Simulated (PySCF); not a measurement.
AlCl, SMILES [Cl][Al] (connectivity only; charge and spin as stated), neutral, multiplicity 1.

Geometry optimised at PBE0-D3(BJ)/def2-TZVPD.

Calculation: TDA-CAM-B3LYP/def2-TZVPD run with PySCF.

Vertical excitations; the highest root listed may be one member of a degenerate set. The molecule is in vacuum. State labels are in the subgroup C2v.

Question: Give excitation energies, oscillator strengths and character. (An estimate is asked for; the answer gives what the named calculation found.)

Answer: 
| state | symmetry | energy (eV) | λ (nm) | f | main pairs |
|---|---|---|---|---|---|
| S1 | B2 | 4.92 | 252 | 0.261 | HOMO→LUMO+1 (degenerate set) |
| S2 | B1 | 4.92 | 252 | 0.261 | HOMO→LUMO (degenerate set) |
| S3 | A2 | 6.44 | 193 | 0.000 | HOMO−2→LUMO+1 48 %, HOMO−1→LUMO 48 % |
| S4 | A1 | 6.50 | 191 | 0.000 | HOMO−1→LUMO+1, HOMO−2→LUMO (degenerate set) |
| S5 | A2 | 6.50 | 191 | 0.000 | HOMO−1→LUMO, HOMO−2→LUMO+1 (degenerate set) |
| S6 | A1 | 6.56 | 189 | 0.395 | HOMO→LUMO+2 52 %, HOMO→LUMO+3 32 % |
| S7 | A1 | 6.82 | 182 | 0.098 | HOMO→LUMO+3 62 %, HOMO→LUMO+2 36 % |
| S8 | A1 | 7.51 | 165 | 0.486 | HOMO−2→LUMO 39 %, HOMO−1→LUMO+1 39 %, HOMO→LUMO+2 8 % |
| S9 | A2 | 7.66 | 162 | 0.000 | HOMO→LUMO+7 (degenerate set) |
| S10 | A1 | 7.66 | 162 | 0.000 | HOMO→LUMO+8 (degenerate set) |
| T1 | B2 | 2.93 | 423 | 0 | HOMO→LUMO+1 (degenerate set) |
| T2 | B1 | 2.93 | 423 | 0 | HOMO→LUMO (degenerate set) |
| T3 | A1 | 5.32 | 233 | 0 | HOMO→LUMO+2 46 %, HOMO→LUMO+3 35 %, HOMO→LUMO+4 8 % |
| T4 | A1 | 6.11 | 203 | 0 | HOMO−1→LUMO+1 47 %, HOMO−2→LUMO 47 % |
Triplets are in the Tamm–Dancoff approximation.
